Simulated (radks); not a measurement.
Q: Neutral zinc, [Ar] 3d10 4s2. Method: non-relativistic Kohn-Sham, exchange-only LDA, spin-polarised, spherical densities, point nucleus; computed with a radial shooting solver on a logarithmic mesh with Libxc functionals. Every spin shell is full or empty, so the densities are truly spherical. Functionals are evaluated on that one density, not self-consistently. Rank these orbital-free kinetic functionals by their error against the exact value of the orbitals, and give that value: Thomas-Fermi, von Weizsacker, TF + vW, LC94, APBEK, Perdew 92, Thakkar, LKT, PG1, DePristo-Kress, Ernzerhof.

A: Exact: 1773.91 hartree. From best to worst, with 100 (|E| - |E exact|)/|E exact| (equal figures are ties): APBEK -0.03, LC94 -0.12, DePristo-Kress -0.21, Ernzerhof -0.51, Thakkar -0.57, Perdew 92 -0.88, Thomas-Fermi -6.36, PG1 +18.42, LKT +23.28, TF + vW +42.93, von Weizsacker -50.71.
